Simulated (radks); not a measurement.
These are the eigenvalues of the occupied orbitals of an atom or ion with whole-number occupations (eV). Method: non-relativistic Kohn-Sham, TPSS, spin-polarised, spherical densities, point nucleus; meta-GGA in the generalised Kohn-Sham scheme; computed with a radial shooting solver on a logarithmic mesh with Libxc functionals.

| orbital | eigenvalue |
|---|---|
| 1s up | -25104.03 |
| 1s down | -25098.27 |
| 2s up | -4936.673 |
| 2s down | -4933.216 |
| 2p up | -4713.590 |
| 2p down | -4707.675 |
| 3s up | -1902.058 |
| 3s down | -1879.814 |
| 3p up | -1820.842 |

Which element is it, and in what charge state? The configuration may be excited. Open shells, if any, are filled with parallel spins first.

Answer. Z = 46, palladium, charge +31: Pd31+ in [Ne] 3s2 3p3. The list shows which subshells hold electrons but not how many an open one holds; the 1s level, -922.56 hartree, gives Z - s = 43.0 by -(Z - s)^2/2, which with screening narrows Z to a few neighbours, and the depths of the outer levels then fix element, charge and occupations together.
